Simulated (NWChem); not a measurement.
Species: MgF₂; SMILES [F][Mg][F]

Results from NWChem. Pople sets run with spherical d functions. Coordinates come from a B3LYP/6-31G* (spherical d) optimisation. Static field.

Q: Taking PBE0/aug-cc-pVTZ as the yardstick, which of these has the fewest basis functions while keeping “isotropic polarisability (bohr³)” within 5 % of it: PBE0/def2-SVP; PBE0/6-31G*; PBE0/def2-SVPD; PBE0/Sadlej pVTZ; PBE0/6-31+G*; PBE0/aug-cc-pVDZ; PBE0/def2-TZVPD; PBE0/def2-TZVP?

A: PBE0/def2-SVPD (a larger set in the list lies outside the tolerance).
```
level             basis functions  isotropic polarisability (bohr³)  relative time (rough)
----------------  ---------------  --------------------------------  ---------------------
PBE0/6-31G*                    46                              13.6                      1
PBE0/def2-SVP                  46                              13.0                      1
PBE0/6-31+G*                   58                              15.0                      3
PBE0/def2-SVPD                 67                              17.2                      2
PBE0/aug-cc-pVDZ               73                              16.4                      6
PBE0/Sadlej pVTZ               80                              17.8                      5
PBE0/def2-TZVP                 94                              14.7                      4
PBE0/def2-TZVPD               115                              17.8                      8
PBE0/aug-cc-pVTZ              142                              17.6                     30
```

The yardstick is one finite set, not the basis-set limit.
